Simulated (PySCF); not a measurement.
## Calculated data, BH$_{5}$NOSi

All values are calculated (PySCF 2.14.0). Calculation on a computer-drawn molecule: the log of a Hartree-Fock and frozen-core CCSD(T) single point meant for a local Hartree-Fock minimum, with one planted fault or none, to be diagnosed. Offsets are logged minus clean, where the clean run is the same molecule without the fault. The reference is restricted for singlets and unrestricted otherwise, and also for a bond in bohr or an excited solution. Adding or removing an electron swaps singlet and doublet. The excited solution moves the top pair (singlet) or top alpha electron (doublet) to the lowest empty orbital. Highest occupied and lowest empty are orbital energies over both spins, largest force is the largest gradient component, triples share is (T) over the correlation energy, the T1 limit is 0.02 restricted and 0.045 unrestricted, electrons count all cores, a negative frequency is imaginary (commonest isotopes), and the dipole is about the centre of nuclear charge.

```json
{"formula": "BH5NOSi", "logged_structure": {"atoms_angstrom": [["N", 0.1133, 0.906, 1.4458], ["B", 0.1152, 1.6726, 0.301], ["O", 0.7098, 2.8682, 0.2062], ["Si", -0.8984, 0.8178, -1.3139], ["H", -0.3169, 0.012, 1.5587], ["H", 0.5759, 1.2338, 2.2755], ["H", 0.6904, 3.3655, -0.5958], ["H", -1.0393, 1.4309, -2.6424], ["H", -1.5587, -0.4919, -1.2301]]}, "given": {"meant_charge": 1, "meant_multiplicity": 1, "meant_basis": "cc-pV(D+d)Z", "logged_electrons": 38, "logged_basis_functions": 29, "logged_SCF_converged": "yes", "logged_spin_squared": 0.0, "logged_highest_occupied [eV]": -14.336, "logged_lowest_empty [eV]": -2.6633, "logged_largest_force [hartree/bohr]": 0.050787, "logged_T1_diagnostic": 0.019268, "logged_D1_diagnostic": 0.085522, "logged_triples_share": 0.030342, "logged_CC_converged": "yes", "logged_dipole_magnitude [debye]": 4.6866, "logged_SCF_stable_within_its_kind": "yes", "logged_energy_HF [hartree]": -440.34157, "logged_energy_CCSD(T) [hartree]": -440.55462, "possible_faults": "no fault, one electron removed, one electron added, multiplicity raised by two, geometry at a saddle point, SCF held on an excited solution, minimal basis STO-3G, one bond length entered in bohr, all coordinates scaled", "drawn_bonds_atom": [1, 2, 2, 1, 1, 3, 4, 4], "drawn_bonds_other_atom": [2, 3, 4, 5, 6, 7, 8, 9], "drawn_bonds_order": [1, 1, 1, 1, 1, 1, 1, 1]}, "results": {}}
```

**Q.** Which fault was planted in the run of BH$_{5}$NOSi?
**A.** minimal basis STO-3G

Further results for BH$_{5}$NOSi:

```
HF energy offset from clean run      : 3335 kcal/mol
CCSD(T) energy offset from clean run : 3559 kcal/mol
```
